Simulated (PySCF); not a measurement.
PySCF input for 3-fluorobuta-1,2-diene (C4H5F), SMILES C=C=C(C)F, B3LYP/pcSseg-1. Geometry: PBE0-D3(BJ)/def2-SVP.

```python
import numpy as np
from pyscf import gto, scf, dft
from pyscf.prop.nmr import rks as nmr

mol = gto.M(
    atom='''
    C    -0.13584978   -2.21688756    0.00000000
    C    -0.01754827   -0.91475567   -0.00000000
    C     0.06389052    0.39553629   -0.00000000
    C    -1.06990347    1.35749657    0.00000000
    F     1.26562765    1.00056463    0.00000000
    H    -0.18471278   -2.78915396   -0.93457253
    H    -0.18471278   -2.78915396    0.93457254
    H    -2.03240837    0.83129894   -0.00000000
    H    -1.01617445    2.00679474    0.88868284
    H    -1.01617445    2.00679474   -0.88868284
    ''',
    basis='pcSseg-1',
    charge=0,
    spin=0,
    max_memory=1600,
    verbose=3,
)
mf = dft.RKS(mol, xc='b3lyp')
mf.grids.level = 3
mf.conv_tol = 1e-10
mf.max_cycle = 100
mf.kernel()
n = nmr.NMR(mf)
n.verbose = 2
n.max_cycle_cphf = 60
sigma = n.kernel()
print('atom   isotropic/ppm   span/ppm')
for i, s in enumerate(sigma):
    w = np.linalg.eigvalsh((s + s.T) / 2)
    print(f'{mol.atom_symbol(i):2s}{i + 1:3d} {w.mean():14.3f} {w[2] - w[0]:11.3f}')
```

It prints:

```
converged SCF energy = -255.189524785568
atom   isotropic/ppm   span/ppm
C   1         84.386     162.091
C   2        -38.811      58.598
C   3         31.788     108.620
C   4        159.089      34.358
F   5        319.604     120.911
H   6         25.752       4.475
H   7         25.752       4.475
H   8         29.673       8.580
H   9         29.166       8.566
H  10         29.166       8.566
```

Self-consistency was reached.
